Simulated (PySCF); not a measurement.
## Dipole response of Mo (molybdenum, neutral)

[Kr] 4d4 5s2, high-spin 5D determinant (an excited configuration). All numbers are calculated (PySCF 2.14, scalar relativity through the core potential, in aug-cc-pVTZ-PP with one added diffuse shell each of s, p, d, f, g type with ECP28MDF (7s7p6d4f3g, 113 functions)). Coupled (time-dependent) response in atomic units; α is the mean over directions.

```csv
method,mean α (bohr³),"α xx, yy, zz",C₆ (like pair),S(−4)
M06-L,85.87,"89.62, 89.62, 78.37",1060,3063
revPBE,89.20,"95.82, 95.82, 75.95",1062,4192
```

S(−4) is the Cauchy moment in α(ω) = α(0) + S(−4) ω² + …

Spin-orbit coupling is absent.

α(iu) at M06-L:

```tsv
u (hartree)	α(iu) (bohr³)
0	85.87
0.0500	78.95
0.100	64.31
0.200	39.31
0.300	25.79
0.500	14.16
0.750	8.604
1.00	5.975
1.50	3.475
2.00	2.292
3.00	1.204
5.00	0.4906
```

A single London oscillator, α(iu) = α/(1 + u²/ω²), gives C₆ = (3/4) ω α². Matching the computed C₆ needs ω = 4 × 1060 / (3 × 85.87²) = 0.192 hartree.

The components differ because the open shell of this determinant is not spherical; for a pure term their mean is the scalar polarisability.

⟨L²⟩ = 7.10 against 6 for a pure D term, so this real determinant mixes terms. Energies and moments cover only the electrons outside the core potential.
